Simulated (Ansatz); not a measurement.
`F[C@H]1C[Si@@H]1Br` → `F[Si]1(Br)CC1`  (isomerisation)

Isolated molecules relaxed with PBE0-D4/def2-TZVP in Ansatz; ΔE leaves out vibrations. CCSD(T)/CBS is the MP2 limit (def2-TZVPP, def2-QZVPP) plus CCSD(T) − MP2 in def2-TZVPP, frozen cores. DFT in def2-TZVPP. For Br outer-core shells are correlated without core-valence functions, which leaves a few kJ/mol of doubt a bond. Scalar relativity is left out up to krypton.

CCSD(T)/CBS gives -2.39 eV.

Task: Another level gave -2.27 eV. Which?
A. SCS-MP2/def2-TZVPP
B. MP2/def2-TZVPP
C. ωB97X-V/def2-TZVPP
D. CCSD/def2-TZVPP

Result: C. ωB97X-V -2.27, MP2/def2-TZVPP -2.48, SCS-MP2/def2-TZVPP -2.43, CCSD/def2-TZVPP -2.38 eV.

Largest T1 diagnostic among the species: 0.010.

From PBE to PBE0 (25 % exact exchange), in def2-TZVPP and without D4, ΔE moves by −0.09 eV.
